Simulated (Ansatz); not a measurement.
Job for Ansatz (an electronic-structure program): R-CCSD(T)/def2-SVPD on BiClH2 (SMILES [Cl][BiH2]) with ghost functions, monomers drawn apart or pushed together. Elements past Kr take the def2 small-core potentials; no spin–orbit coupling. The run froze 14 orbitals, filled d shells among them.

Ansatz 0.2 input:
```yaml
crystal:
  periodic: [false, false, false]
  atoms:
    - {symbol: Cl, position_ang: [1.84301533, -0.75688818, 1.44602340]}
    - {symbol: Bi, position_ang: [0.26125346, 0.58006264, 0.01951290]}
    - {symbol: H, position_ang: [-0.56858731, -0.88407077, -0.61333565]}
    - {symbol: H, position_ang: [1.38252755, 0.53930461, -1.39424110]}
basis:
  gaussian:
    orbitals: def2-SVPD
    ghost_atoms:
      - {symbol: F, position_ang: [-0.68629046, -0.53860904, 2.77167208]}
      - {symbol: H, position_ang: [0.20436985, -0.76024505, 2.56828913]}
magnetization: {spin_polarized: false}
correlation: {method: ccsd_t, electrons: outside_noble_gas}
scf: {lower_state_search: off}
```

It printed:

```
WARN ansatz: RAYON_NUM_THREADS=1 ignored (pool sized by the plan → 1); use --threads N
Functional definition: HF
these checks for a lower state are left out or cut short: stability, starts, cluster_reference, orbital_swaps, neighbouring_geometries, increment
integrals: 0.15 GiB planned
1019 factors; integrals over basis functions are off by at most 6.2e-4 eV
mean field: 0.29 GiB planned
mean field evaluation 1: about -18341.9218 eV, gradient 1.5e1 eV
mean field evaluation 2: about -18341.9522 eV, gradient 1.5e1 eV
mean field evaluation 4: about -18342.8385 eV, gradient 1.1e0 eV
mean field evaluation 8: about -18342.8487 eV, gradient 9.3e-4 eV
mean field -18342.84870934 eV, -674.0872568389 hartree, gradient 5.2e-6 eV, S^2 0.000000; 0 other end points of the search recorded, 0 dependent functions left out
14 core orbitals not correlated
reference -18342.84870934 eV, -674.0872568389 hartree; 7, 7 occupied and 85, 85 virtual orbitals, 1019 factors
second order -6.71130343 eV of doubles, -0.00000000 eV of singles
coupled cluster: 0.36 GiB planned
cycle   1  -7.30495187 eV  change   -5.9e-1 eV  update   7.2e-2
cycle   2  -7.53783821 eV  change   -2.3e-1 eV  update   2.6e-2
cycle   3  -7.58117977 eV  change   -4.3e-2 eV  update   1.2e-2
cycle   4  -7.57913323 eV  change    2.0e-3 eV  update   3.6e-3
cycle   5  -7.57860461 eV  change    5.3e-4 eV  update   1.1e-3
cycle   6  -7.57870738 eV  change   -1.0e-4 eV  update   4.3e-4
cycle   7  -7.57870724 eV  change    1.4e-7 eV  update   1.6e-4
cycle   8  -7.57872595 eV  change   -1.9e-5 eV  update   6.8e-5
cycle   9  -7.57873225 eV  change   -6.3e-6 eV  update   2.6e-5
cycle  10  -7.57872359 eV  change    8.7e-6 eV  update   1.1e-5
perturbative correction -0.22031117 eV, -0.0080962860 hartree
Total energy: -18350.64774410 eV, -674.3738660797 hartree
Checks for a lower state left out: stability, starts, cluster_reference, orbital_swaps, neighbouring_geometries, increment
```

The calculation finished and met its thresholds.

Cost: around 5 core-seconds (rough).
